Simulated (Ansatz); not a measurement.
KCl2⁻. Charge -1, multiplicity 1. Geometry PBE0-D4/def2-TZVPD.

```xyz
3

K    -0.0007    0.0016   -0.0010
Cl   -2.2702   -1.5083   -0.9005
Cl    2.2709    1.5066    0.9015
```

The structure comes from a short search, and lower isomers may exist.

Q: Estimate the orbital energies around the gap (eV) in Ansatz with LDA (SPW92)/def2-TZVPD, PBE-D4/def2-TZVPD, r2SCAN-D4/def2-TZVPD, BHLYP-D4/def2-TZVPD, ωB97M-V/def2-TZVPD.

A: 
```tsv
orbital	LDA (SPW92)/def2-TZVPD	PBE-D4/def2-TZVPD	r2SCAN-D4/def2-TZVPD	BHLYP-D4/def2-TZVPD	ωB97M-V/def2-TZVPD
HOMO−9	-14.49	-14.42	-15.07	-18.36	-18.96
HOMO−8	-14.46	-14.36	-15.02	-18.36	-18.96
HOMO−7	-13.25	-13.19	-13.99	-17.94	-18.35
HOMO−6	-12.99	-12.93	-13.68	-17.39	-17.87
HOMO−5	-2.20	-2.02	-2.26	-4.54	-5.67
HOMO−4	-1.87	-1.72	-1.98	-4.19	-5.32
HOMO−3	-1.87	-1.72	-1.98	-4.19	-5.32
HOMO−2	-1.87	-1.70	-1.95	-4.19	-5.29
HOMO−1	-1.85	-1.69	-1.95	-4.16	-5.29
HOMO	-1.85	-1.69	-1.95	-4.16	-5.29
LUMO	2.08	2.08	2.58	2.75	2.83
LUMO+1	2.71	2.66	2.96	3.02	2.96
LUMO+2	2.71	2.66	2.96	3.02	2.96
LUMO+3	2.91	2.87	3.33	3.38	3.45
LUMO+4	3.80	3.77	4.39	4.53	4.65
LUMO+5	4.19	4.20	4.75	4.91	5.30
```
